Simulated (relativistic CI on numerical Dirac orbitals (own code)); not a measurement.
**Hyperfine structure of I49+, mass number 129**

Computed by Dirac-Coulomb-Breit CI, orbitals from a KLI potential per configuration, QED by a radiative potential, unscaled Slater integrals (own radial code, finite nucleus).

Configuration list (outside the closed core 1s2): 2s2, 2s 2p, 2p2, 2p 3s, 2p 3p, 2s 3s, 2s 3p, 2s 3d, 2s 4s, 2s 4p, 2s 4d, 2s 4f, 3s2, 3s 3p, 3p2. Levels of other configurations are missing.

Nuclear spin I = 7/2, μ = 2.6165 μN, Q = -0.483 b (tables of Stone and Pyykkö). The electronic factors are computed for point nuclear moments, without core polarisation or the Bohr-Weisskopf and QED corrections.

```csv
Level,E (10³ cm⁻¹),A (GHz),B (GHz)
2s 2p 3P°_1,1004.0,2955,45.4
2s 2p 3P°_2,3536.2,1310,-276
2s 2p 1P°_1,4048.6,-804.5,-183
2p2 3P_1,4866.3,-86.88,-137
2p2 1D_2,4991.7,525,-237
2p2 3P_2,7653.3,226.6,-37
2s 3s 3S_1,41884.7,2955,0.21
2s 3p 3P°_1,42294.9,2506,0.413
```

Levels with J = 0, under 50 % of one LS term, or S terms without an open s electron are left out. Small factors come from cancelling terms and can be off by tens of per cent or more.

At this charge energies of transitions that change n are usually good to better than 1 %, and those within a shell (Δn = 0) to a few per cent.

(1) Give the hyperfine levels of 2s 2p 3P°_1 relative to its centre of gravity.

## Answers

(1) With K = F(F + 1) − I(I + 1) − J(J + 1), E = AK/2 + B[¾K(K + 1) − I(I + 1)J(J + 1)]/[2I(2I − 1)J(2J − 1)]: F = 5/2: -13270, F = 7/2: -2987, F = 9/2: 10350 GHz.

LS names give the leading component of a level, which can be under half, so a name can repeat, a term be missing and a line seem to break the LS rules.
